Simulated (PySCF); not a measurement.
## Krypton: a sound run and one with changed settings

Sound run: Kr⁺ [Ar] 3d10 4s2 4p5, Kr²⁺ [Ar] 3d10 4s2 4p4. Calculation: PySCF 2.14, in jorge-DZP-DKH; scalar relativity by spin-free X2C-1e. In the sound run the correlated levels freeze [Ar] 3d10. The sound run starts from symmetry-adapted Hartree-Fock orbitals and uses a fine grid where one is needed.

Changed run: basis STO-3G, all-electron and non-relativistic. This setting is unsound on purpose.

```
species  method  sound run (hartree)  changed run (hartree)  converged
    Kr⁺     UHF          -2787.52729            -2722.30230        yes
    Kr⁺  M06-2X          -2789.49201            -2723.65187        yes
    Kr⁺   M06-L          -2789.24401            -2723.69922        yes
    Kr⁺     MP2          -2787.57020            -2722.30230        yes
   Kr²⁺     UHF          -2786.66918            -2721.45462        yes
   Kr²⁺  M06-2X          -2788.59907            -2722.75910        yes
   Kr²⁺   M06-L          -2788.34932            -2722.79911        yes
   Kr²⁺     MP2          -2786.70492            -2721.45462        yes
```

Ionisation energy of Kr⁺:

```tsv
method	sound run (eV)	changed run (eV)
UHF	23.350	23.067
M06-2X	24.298	24.293
M06-L	24.346	24.493
MP2	23.545	23.067
SCS-MP2	23.538	23.067
```

A minimal basis cannot let orbitals breathe on ionisation and holds almost no correlation. The Hamiltonian changed with the basis, so the totals do not compare.

For comparison, NIST gives 24.360 eV between the lowest levels.
